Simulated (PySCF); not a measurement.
**Telling isomers of C$_{6}$H$_{10}$Cl$_{2}$ apart by NMR**

Non-relativistic, no solvent model, a single conformation, one averaged value for each set of equivalent atoms. σ from GIAO-PBE0/pcSseg-1; GFN2-xTB structure; PySCF 2.14.0 with density-fitted response routines.

Scale: 1H (31.72 ppm), 13C (186.93 ppm) vs TMS (reference shieldings calculated alike). Where no couplings were computed, multiplicities follow the n + 1 count of equivalent neighbours, and m marks all less simple cases (inequivalent or close neighbours, rings, F or P nearby). Shifts are as computed. Against solution values, carbons near 30 ppm lie about +3 ppm off and those near 130 ppm about +5 ppm; carbons on Cl a further +6 ppm (rms about the fit 2.1 ppm; single classes can miss by 10 ppm). Of 1328 compounds with measured shifts, 309 miss one by over three times the rms of a fit or turn the order of signals round; such compounds aren't used in these exercises. Signals without a measured value on file couldn't be tested in this way; 1H shifts scatter by 0.2 ppm about their fit, and single ones miss by 0.5 ppm. Carbons bonded to Cl come out too deshielded.

(1) Tabulate the signals of `C/C=C(/C)CC(Cl)Cl`, `Cl[C@H]1CC[C@@H](Cl)CC1` and their relative energies.

(2) What is the quickest way to tell C/C=C(/C)CC(Cl)Cl from Cl[C@H]1CC[C@@H](Cl)CC1?

## Answers

(1) 
```json
{"SMILES": "C/C=C(/C)CC(Cl)Cl", "carbon types": "1×C 2×CH 1×CH2 2×CH3", "δC": "140.2, 132.0, 86.2, 49.6, 30.1, 16.9", "δH": "5.80 (q, 1H), 5.71 (t, 1H), 2.82 (d, 2H), 2.01 (s, 3H), 1.76 (d, 3H)", "E rel. (kcal/mol)": "27.5"}
{"SMILES": "Cl[C@H]1CC[C@@H](Cl)CC1", "carbon types": "2×CH 4×CH2", "δC": "63.0, 36.1", "δH": "3.87 (m, 2H), 2.19 (m, 4H), 1.76 (m, 4H)", "E rel. (kcal/mol)": "0.0"}
```

Energies are electronic energies at PBE0/pcSseg-1 on these geometries, without zero-point or thermal terms, each for the one conformer computed, which needn't be the lowest.

(2) Count the carbon signals: 6 against 2. The first has a fully substituted alkene carbon (C) at 140.2 ppm, the second an sp3 CH bonded to Cl at 63.0 ppm. In the proton spectra the most deshielded non-exchanging signals are 5.80 (q, 1H) and 3.87 (m, 2H).
